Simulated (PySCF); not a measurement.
Telling isomers of C$_{7}$H$_{4}$F$_{4}$O apart by NMR

PySCF calculation with GFN2-xTB geometry and PBE0/pcSseg-1 with gauge-including orbitals; averaged over atoms made equivalent by symmetry, fast rotation or ring inversion, isolated molecule, single conformer, relativity neglected.

δ = σ(ref) − σ, references computed at the same level: ¹H and ¹³C against TMS. Splittings of carbon signals by F and P are missing where no couplings were computed. Where no couplings were computed, multiplicities follow the n + 1 count of equivalent neighbours, and m marks all less simple cases (inequivalent or close neighbours, rings, F or P nearby). Shifts are as computed. Against solution values, carbons near 30 ppm lie about +3 ppm off and those near 130 ppm about +5 ppm. Of 1211 compounds with measured shifts, 218 miss one by over three times the rms of a fit or turn the order of signals round; such compounds aren't used in these exercises.

(1) Tabulate the signals of `C#CC(=C)O/C=C(/F)C(F)(F)F`, `FC1=CCC(C(F)=C(F)F)=CO1` and their relative energies.

(2) What is the quickest way to tell C#CC(=C)O/C=C(/F)C(F)(F)F from FC1=CCC(C(F)=C(F)F)=CO1?

## Answers

(1) 
| SMILES | carbon types | δC | δH | E rel. (kcal/mol) |
| --- | --- | --- | --- | --- |
| C#CC(=C)O/C=C(/F)C(F)(F)F | 4×C 2×CH 1×CH2 | 148.2, 147.7, 141.5, 129.7, 116.0, 96.9, 77.2 | 8.05 (m, 1H), 5.72 (m, 1H), 5.59 (m, 1H), 3.20 (s, 1H) | 35.6 |
| FC1=CCC(C(F)=C(F)F)=CO1 | 4×C 2×CH 1×CH2 | 168.1, 167.2, 144.0, 137.8, 107.9, 78.4, 25.8 | 6.81 (m, 1H), 4.44 (m, 1H), 3.26 (m, 2H) | 0.0 |

Energies are electronic energies at PBE0/pcSseg-1 on these geometries, without zero-point or thermal terms, each for the one conformer computed, which needn't be the lowest.

(2) Both give the same number of carbon signals, with the same numbers of each carbon type, so the positions decide. The first has a β carbon of an enol-ether or enamine type C=C (CH2) at 116.0 ppm, the second an allylic sp3 CH2 at 25.8 ppm. Their most deshielded carbons lie at 148.2 and 168.1 ppm. In the proton spectra the most deshielded non-exchanging signals are 8.05 (m, 1H) and 6.81 (m, 1H).
